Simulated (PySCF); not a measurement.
HO3S, SMILES [SH](=O)([O-])=O, charge -1.

The structure is a stationary point at B3LYP-D3(BJ)/def2-SVPD.

Two levels are set side by side: PBE/def2-TZVPD (PySCF) and HF/def2-TZVPD (PySCF). Same geometry, gas phase. Differences are taken from unrounded values.

| quantity | HF | PBE | PBE minus HF |
|---|---|---|---|
| orbital gap (eV) | 11.20 | 4.17 | -7.02 |
| highest occupied level (eV) | -6.51 | -0.75 | 5.76 |
| lowest empty level (eV) | 4.69 | 3.42 | -1.27 |
| mean polarisability (bohr³) | 35.3 | 46.0 | 10.7 |

PBE's occupied levels lie high since its potential decays too fast outside the molecule; exact exchange lowers them and widens the gap. Loosely held outer electrons make PBE densities more polarisable. Differences between two approximate levels are no errors against the true value.

Rough cost on one machine, each run with all the roots and properties that it gave: HF against PBE about 1/2.
